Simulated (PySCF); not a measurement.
Isomers of C6H9Cl, mass 116.039 u with the commonest isotopes. Theory: PBE0/def2-SVPD in PySCF (dipole) on a GFN2-xTB geometry, gas phase. One conformer each, none proved a minimum here; rigid rotors.

**Question.** Order these by out-of-plane moment Σ m c² = (Ia + Ib − Ic)/2, largest first.
A. `[Cl:1][C@@:2]12[CH2:3][CH2:4][CH2:5][C@@H:6]1[CH2:7]2` with Cl1–C2–C3–C4 160°, C2–C3–C4–C5 -28°, C3–C4–C5–C6 28°, C4–C5–C6–C7 48°
B. `[CH2:1]=[C:2]([Cl:3])/[C:4]([CH3:5])=[CH:6]/[CH3:7]` with C1–C2–C4–C5 -14°
C. `[CH2:1]=[CH:2]/[C:3](=[CH:4]\[CH3:5])[CH2:6][Cl:7]` with C1–C2–C3–C4 -174°, C2–C3–C6–Cl7 -76°

**Answer.** A (36.55 u·Å²), C (26.33 u·Å²), B (5.25 u·Å²).

**Question.** Order these by rotational constant A, largest first.
A. `[CH2:1]=[CH:2]/[C:3](=[CH:4]\[CH3:5])[CH2:6][Cl:7]` with C1–C2–C3–C4 -174°, C2–C3–C6–Cl7 -76°
B. `[CH2:1]=[C:2]([Cl:3])/[C:4]([CH3:5])=[CH:6]/[CH3:7]` with C1–C2–C4–C5 -14°
C. `[Cl:1][C@@:2]12[CH2:3][CH2:4][CH2:5][C@@H:6]1[CH2:7]2` with Cl1–C2–C3–C4 160°, C2–C3–C4–C5 -28°, C3–C4–C5–C6 28°, C4–C5–C6–C7 48°

**Answer.** C (4313 MHz), B (3200 MHz), A (2919 MHz).

**Question.** Order these by rotational constant B, largest first.
A. `[Cl:1][C@@:2]12[CH2:3][CH2:4][CH2:5][C@@H:6]1[CH2:7]2` with Cl1–C2–C3–C4 160°, C2–C3–C4–C5 -28°, C3–C4–C5–C6 28°, C4–C5–C6–C7 48°
B. `[CH2:1]=[C:2]([Cl:3])/[C:4]([CH3:5])=[CH:6]/[CH3:7]` with C1–C2–C4–C5 -14°
C. `[CH2:1]=[CH:2]/[C:3](=[CH:4]\[CH3:5])[CH2:6][Cl:7]` with C1–C2–C3–C4 -174°, C2–C3–C6–Cl7 -76°

**Answer.** A (1686 MHz), B (1543 MHz), C (1449 MHz).

| SMILES | point group | Ia (u·Å²) | Ib (u·Å²) | Ic (u·Å²) | κ | μa (D) | μb (D) | μc (D) |
| --- | --- | --- | --- | --- | --- | --- | --- | --- |
| Cl[C@@]12CCC[C@@H]1C2 | C1 | 117.18 | 299.72 | 343.80 | -0.85 | 2.21 | 0.22 | 0.25 |
| C=C/C(=C\C)CCl | C1 | 173.11 | 348.77 | 469.22 | -0.60 | 2.19 | 0.01 | 1.02 |
| C=C(Cl)/C(C)=C/C | C1 | 157.95 | 327.44 | 474.89 | -0.55 | 1.75 | 1.08 | 0.11 |
